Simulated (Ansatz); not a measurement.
| atom | x (Å) | y (Å) | z (Å) |
| --- | --- | --- | --- |
| C | -0.0191 | -0.0155 | -0.6165 |
| C | 0.0037 | 0.0045 | 0.7217 |
| H | 0.0193 | 0.7334 | 1.5278 |
| H | -0.0184 | -1.0166 | -1.2001 |
| H | -0.0338 | 0.8589 | -1.2028 |

Basis set: def2-TZVP (spherical functions). Correlated methods keep 2 orbitals frozen. Charge 0, multiplicity 2.

Computed with Ansatz (development build ahead of 0.2.0); each method stands on the lowest determinant of its kind that the runs found.

Question: Give the atomization energy at this shape (free ground-state atoms in the same class of orbitals less the molecule, no zero-point energy) of doublet C2H3 by UHF-MP2, UHF.

Answer:

```json
{"method": "UHF-MP2", "atomization energy": "1767.5 kJ/mol"}
{"method": "UHF", "atomization energy": "1396.8 kJ/mol"}
```

Caution: the shape is not the minimum; the unrestricted determinant is spin contaminated.
